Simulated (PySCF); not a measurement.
Computed properties of C₃H₅F₃, SMILES CCC(F)(F)F

C3H5F3, SMILES CCC(F)(F)F. Coordinates come from a TPSSh-D3(BJ)/def2-SVP optimisation. The values are those of a single conformer. All values are computed for the isolated molecule unless a solvent is named; none is compared with measurement here.

**Structure.** The optimised structure has Cs symmetry. All 27 harmonic modes at TPSSh-D3(BJ)/def2-SVP (PySCF) are real, so it is a minimum. With heavy atoms numbered as in [CH3:1][CH2:2][C:3]([F:4])([F:5])[F:6], the shortest bond between them is C3–F5 at 1.348 Å and the longest C1–C2 at 1.527 Å.

**Vibrations.** The strongest infrared lines (harmonic, unscaled, degenerate partners summed) lie at 1200 cm⁻¹ (230 km/mol, C 70 %, F 16 %, H 14 %), 1276 cm⁻¹ (166 km/mol, C 66 %, H 24 %, F 10 %), 1210 cm⁻¹ (99 km/mol, C 56 %, H 38 %). The softest mode is at 102 cm⁻¹ and the zero-point energy is 50.8 kcal/mol.

**Electronic structure.** r2SCAN/def2-TZVP (PySCF) places the frontier levels at -9.00 and 1.18 eV, a gap of 10.18 eV, and gives a dipole moment of 2.35 D and a mean polarisability of 39.4 bohr³. PBE/def2-TZVP (PySCF) at the same geometry gives -8.63 and 0.37 eV, so its gap is 1.18 eV narrower. An orbital gap is neither the optical nor the fundamental gap.

**Excitations.** TDA-CAM-B3LYP/def2-SVPD (PySCF) has S1 at 9.84 eV (126 nm, f = 0.001, dark); the most intense of the 10 singlets computed lies at 11.44 eV (f = 0.20). T1 (TDA) is at 9.52 eV, 0.32 eV under S1. TDA-PBE/def2-SVPD (PySCF) puts S1 at 8.75 eV. No vertical singlet excitation falls in the visible range (under 3.1 eV).

**NMR.** GIAO shifts at HF/pcSseg-1 (PySCF) (non-relativistic, atoms alike by connectivity averaged): ¹³C from 10.3 to 119.4 ppm against TMS; ¹H from 1.6 to 2.2 ppm against TMS; ¹⁹F at -57.8 ppm against CFCl3.

**Solvation.** SMD-M06-2X/6-31G* (PySCF) gives 0.9 kcal/mol in water, -2.0 kcal/mol in benzene, -2.9 kcal/mol in 2-propanol (1 M in both phases, gas-phase geometry); of these solvents 2-propanol holds the molecule best.
